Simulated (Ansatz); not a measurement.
Results of the Gaussian-basis code of Ansatz.

A structure relaxed at PBE0-D4/def2-TZVP, charge 0, multiplicity 1:

| atom | x (Å) | y (Å) | z (Å) |
| --- | --- | --- | --- |
| F1 | -0.501 | 1.748 | -0.481 |
| W2 | -0.029 | 0.017 | -0.022 |
| F3 | -1.479 | -0.557 | -1.020 |
| Cl4 | 1.231 | -0.074 | -1.920 |
| Cl5 | 1.724 | 0.818 | 1.177 |
| Cl6 | -1.416 | 0.185 | 1.780 |
| Cl7 | 0.471 | -2.137 | 0.486 |

Q: Give its formula and SMILES.

A: Cl4F2W, `[F][W]([F])([Cl])([Cl])([Cl])[Cl]`.

Q: Point group (tolerance 0.08 Å, 0.16 Å for H)?

A: C2v.

Q: Summarise the bond lengths by kind.

A: 2 × F–W 1.852 Å; 4 × Cl–W 2.269 to 2.280 Å.
